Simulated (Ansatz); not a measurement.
Bond stretch in SMILES [BeH2]. The Be1–H3 bond (Be1 also carries H; H3 carries nothing else) is varied alone, starting from the PBE0/def2-TZVP optimised geometry.

Method: full CI/cc-pVTZ, frozen core (Ansatz, a quantum-chemistry and plane-wave program).

Relative to R = 1.34 Å, what are the energies at R = 1.47, 2.39, 2.64, 3.23 Å?

11.3 kJ/mol at 1.47 Å, 246.2 kJ/mol at 2.39 Å, 296.7 kJ/mol at 2.64 Å, 368.2 kJ/mol at 3.23 Å.
